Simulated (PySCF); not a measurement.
Coordinates in bohr (charge -1 multiplicity 1):
```
As    0.0000    0.0000   -0.6430
F     0.0000    3.5727   -0.2995
F     0.0000   -3.5727   -0.2995
F     2.5287    0.0000    1.5678
F    -2.5287    0.0000    1.5678
```

These are results of PBE0/[As def2-SVPD, F def2-SVPD], no relativity, density fitting, PySCF, not measurements.

This geometry of AsF₄⁻ is a stationary point at this level.

Question: What is the point group?

Answer: C2v.

Question: Is it a minimum?

Answer: Yes: all harmonic wavenumbers are real.

Question: List the harmonic modes with their infrared intensities.

Answer: 
| symmetry | ω (cm⁻¹) | IR (km/mol) |
| --- | --- | --- |
| a1 | 149 | 1.8 |
| b1 | 184 | 10.7 |
| a2 | 291 | 0.0 |
| a1 | 305 | 21.8 |
| b2 | 329 | 1.6 |
| a1 | 448 | 0.2 |
| b2 | 464 | 421 |
| b1 | 606 | 141 |
| a1 | 642 | 103 |

Question: What are the dipole moment and the gap between the highest occupied and lowest empty levels?

Answer: 1.86 D about the centre of mass and 7.19 eV.

In C2v the vibrations span 4a1 + 2b1 + a2 + 2b2. The a2 mode carries no infrared intensity, as symmetry demands.

This need not be the most stable arrangement of these atoms. The lowest empty level of this anion is unbound, so it and the gap depend on the basis.
